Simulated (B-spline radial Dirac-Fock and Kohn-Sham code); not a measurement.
## Rh³⁺: eigenvalues, ΔSCF and the reference

System: the Rh³⁺ ion, [Kr] 4d4 5s2 (not the ground configuration).

The density-functional columns are spherical, spin-unpolarised Dirac-Kohn-Sham results without Breit or QED terms: −ε is minus the orbital energy of the initial state and ΔSCF the difference of two total energies. The reference in the last column comes from ΔSCF Dirac-Fock with Breit, self-energy and vacuum polarisation, finite nucleus, configuration average. All numbers are from an atomic code on a B-spline grid, in eV; a selection of levels is shown. The Kohn-Sham columns are given as differences from the reference. For the 1s level of heavy atoms much of the gap between ΔSCF and the reference is the Breit and QED part, -68.1 eV here; for other levels the error of the functional can be larger.

```
     level  LDA −ε − DF  LDA ΔSCF − DF  Dirac-Fock
    K (1s)       -237.9          +60.1     23282.1
   L1 (2s)        -98.6          -45.0      3482.2
L2 (2p1/2)        -72.9           -7.0      3211.3
L3 (2p3/2)        -74.8          -11.9      3068.8
   M1 (3s)        -49.4          -29.5       693.6
M2 (3p1/2)        -38.9          -18.7       587.1
M3 (3p3/2)        -38.6          -18.9       561.9
M4 (3d3/2)        -21.8           -0.7       374.5
M5 (3d5/2)        -22.0           -1.0       369.8
   N1 (4s)        -16.9           -7.4       145.6
N2 (4p1/2)        -10.5           -1.4       109.3
N3 (4p3/2)        -10.6           -1.6       105.1
 N4,5 (4d)         -6.3           +1.4       54.19
   O1 (5s)         -1.9           +2.8       35.71
```

Values without a named source are computed, but for edge energies of neutral atoms, which are taken from tables.
